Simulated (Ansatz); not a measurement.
[AlBrH3]- (AlH₃Br⁻). The state is a singlet with charge -1. Geometry relaxed at PBE0-D4/def2-TZVPD.

```xyz
5

Al   -0.027   -0.173   -0.111
Br    0.290    1.850    1.186
H    -1.377   -0.877    0.454
H     1.291   -1.090    0.132
H    -0.177    0.289   -1.660
```

(1) Estimate the harmonic wavenumbers at RKS PBE0-D4/def2-TZVPD (Ansatz, unscaled). Is this a minimum?

## Answers

(1) 297, 494, 494, 766, 767, 767, 1734, 1734, 1781 cm⁻¹. Yes, no mode is imaginary beyond noise. Zero-point energy 52.8 kJ/mol. Hardware: 4 threads of Arm Neoverse V1 on a shared host. Wall time 31 s.
